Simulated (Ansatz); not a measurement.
Calculated with Ansatz (gas phase, PBE0-D4/def2-TZVP geometries, no zero-point term in ΔE). CBS: MP2 limit from def2 TZ/QZ plus the TZ coupled-cluster correction, frozen cores. DFT in def2-TZVPP. B3LYP here is the variant with VWN-RPA as its local correlation; programs differ in this. One conformer a species, not always the lowest.

`CSB(F)F` + `C=[C](O)[AlH2]` → `F[B](F)[AlH2]` + `C=C(O)SC`  (formal exchange of groups at a B–S bond)

| level | ΔE (kcal/mol) | difference from CCSD(T)/CBS |
| --- | --- | --- |
| PBE-D4 | 28.2 | -1.7 |
| r2SCAN-D4 | 31.3 | 1.4 |
| PBE0-D4 | 29.2 | -0.7 |
| B3LYP-D4 | 29.9 | 0.0 |
| ωB97X-V | 29.3 | -0.6 |
| ωB97M-V | 30.7 | 0.8 |
| B2PLYP | 30.6 | 0.7 |
| PBE | 28.4 | -1.5 |
| r2SCAN | 31.3 | 1.4 |
| PBE0 | 29.4 | -0.5 |
| B3LYP | 30.1 | 0.2 |
| HF/def2-TZVPP | 31.8 | 1.9 |
| MP2/def2-TZVPP | 31.0 | 1.1 |
| SCS-MP2/def2-TZVPP | 30.4 | 0.5 |
| CCSD/def2-TZVPP | 30.4 | 0.5 |
| CCSD(T)/def2-TZVPP | 30.1 | 0.2 |
| HF/def2-QZVPP | 31.7 | 1.8 |
| MP2/def2-QZVPP | 30.9 | 1.0 |
| SCS-MP2/def2-QZVPP | 30.4 | 0.5 |
| HF/CBS(def2) | 31.7 | 1.8 |
| MP2/CBS(def2) | 30.8 | 0.9 |
| CCSD/CBS(def2) | 30.2 | 0.3 |
| CCSD(T)/CBS | 29.9 | 0 |

Largest T1 diagnostic among the species: 0.014.

From PBE to PBE0 (25 % exact exchange), in def2-TZVPP and without D4, ΔE moves by +1.0 kcal/mol. In def2-TZVPP, CCSD(T) changes the Hartree–Fock value by −1.6 kcal/mol (the triples alone add −0.2 kcal/mol) and MP2 by −0.8 kcal/mol.
